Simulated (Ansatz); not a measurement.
# Molecular dynamics of BCl₂H₃O

Input:

```yaml
crystal:
  periodic: [false, false, false]
  atoms:
    - { symbol: B, position_ang: [0.074947, 0.221744, 0.118034] }
    - { symbol: O, position_ang: [0.075899, -0.046797, 1.650902] }
    - { symbol: H, position_ang: [-0.853656, -0.225509, 1.920153] }
    - { symbol: Cl, position_ang: [1.531449, -0.427333, -0.693622] }
    - { symbol: Cl, position_ang: [-1.548627, -0.040417, -0.639693] }
    - { symbol: H, position_ang: [0.238809, 1.565824, 0.236114] }
    - { symbol: H, position_ang: [0.14818, 1.17049, 1.193713] }
basis:
  gaussian: { orbitals: "6-31G*" }
hamiltonian:
  xc: pbe
  dispersion: d4
md:
  timestep: 0.5
  n_steps: 200
  ensemble: nve
  temperature: 100.0
  initial_velocities: maxwell_boltzmann
  seed: 2167
```

Run as:

```bash
$ ansatz run input.yaml --threads 1 --pin off --max-ram 2048MiB --backend cpu --events-out ev --progress --plain --runs-dir out
```

It starts at the highest image of a converged band. Of that band: Neighbouring images differ by up to 1.6 eV, so the band resolves the path poorly. A vibrational analysis at the climbing image gives one clearly imaginary mode, 1272i cm⁻¹: a first-order saddle point.

Output, in part (step lines, the closing report, with atoms numbered from 0):

```
md step     0: t =     0.00 fs  T =   100.0 K  F+E_penalty+E_count = -27804.02043366 eV  E_kin = 0.064630 eV  conserved = -27803.95580366 eV  (25 SCF iters)
md step     1: t =     0.50 fs  T =    99.3 K  F+E_penalty+E_count = -27804.01994944 eV  E_kin = 0.064153 eV  conserved = -27803.95579664 eV  (30 SCF iters)
md step     2: t =     1.00 fs  T =    97.2 K  F+E_penalty+E_count = -27804.01858077 eV  E_kin = 0.062799 eV  conserved = -27803.95578130 eV  (30 SCF iters)
md step     3: t =     1.50 fs  T =    94.1 K  F+E_penalty+E_count = -27804.01656108 eV  E_kin = 0.060801 eV  conserved = -27803.95575993 eV  (30 SCF iters)
md step     4: t =     2.00 fs  T =    90.5 K  F+E_penalty+E_count = -27804.01421911 eV  E_kin = 0.058484 eV  conserved = -27803.95573552 eV  (30 SCF iters)
md step     5: t =     2.50 fs  T =    87.0 K  F+E_penalty+E_count = -27804.01193508 eV  E_kin = 0.056225 eV  conserved = -27803.95571028 eV  (30 SCF iters)
md step     6: t =     3.00 fs  T =    84.2 K  F+E_penalty+E_count = -27804.01010650 eV  E_kin = 0.054421 eV  conserved = -27803.95568521 eV  (29 SCF iters)
md step     7: t =     3.50 fs  T =    82.7 K  F+E_penalty+E_count = -27804.00913220 eV  E_kin = 0.053472 eV  conserved = -27803.95566017 eV  (30 SCF iters)
[... lines left out ...]
Total energy: -27805.58297689 eV, -1021.8363270996 hartree
Atom 0 at     0.010366    -0.500401     0.291931 Å, force    -0.861200     1.634783    -4.055738 eV/Å
Atom 1 at    -0.010642    -0.699429     1.549099 Å, force    -0.125039    -1.236422     4.210276 eV/Å
Atom 2 at    -0.922604    -0.796124     1.899014 Å, force     0.169958     0.137903     0.064619 eV/Å
Atom 3 at     1.511573    -0.362093    -0.582117 Å, force     0.409175    -0.167315    -0.254025 eV/Å
Atom 4 at    -1.547093    -0.034967    -0.549823 Å, force     0.407101    -0.368938     0.034859 eV/Å
Atom 5 at     1.733650     9.514011    -2.590463 Å, force    -0.227926    -0.079046    -0.531138 eV/Å
Atom 6 at     1.433505     9.409863    -3.289752 Å, force     0.227931     0.079035     0.531147 eV/Å
Dipole moment:    -0.222292    -0.139774     0.380586 e Å
```

The steps, from the saved trajectory:

| time (fs) | T (K) | potential energy less start (eV) | conserved less start (meV/atom) |
| --- | --- | --- | --- |
| 0.0 | 100 | 0.000 | 0.00 |
| 3.0 | 84 | 0.010 | 0.02 |
| 6.0 | 118 | -0.011 | 0.04 |
| 9.0 | 335 | -0.151 | 0.04 |
| 12.0 | 796 | -0.449 | 0.04 |
| 15.0 | 1468 | -0.884 | -0.04 |
| 18.0 | 2021 | -1.242 | -0.09 |
| 21.0 | 2266 | -1.400 | -0.03 |
| 24.0 | 2509 | -1.557 | 0.01 |
| 27.0 | 2849 | -1.778 | -0.08 |
| 30.0 | 2834 | -1.767 | -0.07 |
| 33.0 | 2520 | -1.564 | -0.01 |
| 36.0 | 2273 | -1.404 | 0.03 |
| 39.0 | 2240 | -1.383 | 0.01 |
| 42.0 | 2273 | -1.405 | -0.06 |
| 45.0 | 2081 | -1.281 | -0.05 |
| 48.0 | 1888 | -1.155 | 0.07 |
| 51.0 | 2177 | -1.342 | -0.02 |
| 54.0 | 2470 | -1.532 | -0.08 |
| 57.0 | 2442 | -1.514 | -0.03 |
| 60.0 | 2353 | -1.456 | 0.00 |
| 63.0 | 2458 | -1.524 | 0.01 |
| 66.0 | 2698 | -1.680 | -0.04 |
| 69.0 | 2715 | -1.691 | -0.09 |
| 72.0 | 2347 | -1.452 | -0.01 |
| 75.0 | 2077 | -1.278 | 0.03 |
| 78.0 | 2130 | -1.312 | -0.04 |
| 81.0 | 2119 | -1.305 | -0.01 |
| 84.0 | 2041 | -1.255 | 0.02 |
| 87.0 | 2106 | -1.297 | 0.01 |
| 90.0 | 2358 | -1.459 | -0.01 |
| 93.0 | 2661 | -1.656 | -0.04 |
| 96.0 | 2753 | -1.715 | -0.07 |
| 99.0 | 2566 | -1.594 | 0.01 |

All steps were run. The conserved energy stayed within 0.11 meV per atom of its start (net change 0.038 meV per atom), so the integration is sound. The kinetic energy rose, since the run started high on the potential surface and went downhill. It ends in pieces (BCl2HO + H2), so much of that is their flight and rotation, not heat. A run of 0.1 ps of so small a system gives no equilibrium averages. The orbitals stay closed-shell, which can raise the energy where a bond breaks towards radicals; this wasn't checked here.

Between its relaxed ends the band would form B1–H6, O2–H7 and break H6–H7. These pairs go: B1–H6 1.36 → 10.56 Å, O2–H7 1.30 → 11.30 Å, H6–H7 1.04 → 0.77 Å. In the last frame they stand as before the step (other bonds may differ from the relaxed reactants and products). Also parted: B1–H7 1.44 → 10.63 Å. It ends as BCl2HO + H2. Pairs count as bonded within 1.25 times the sum of covalent radii (0.12 Å more for H–H).

Last frame:

```xyz
7
Properties=species:S:1:pos:R:3
B 0.010 -0.500 0.292
O -0.011 -0.699 1.549
H -0.923 -0.796 1.899
Cl 1.512 -0.362 -0.582
Cl -1.547 -0.035 -0.550
H 1.734 9.514 -2.591
H 1.433 9.410 -3.290
```

Time of the run: 5.7 min on 1 thread of Arm Neoverse V2 (shared host), peak memory 0.12 GiB.
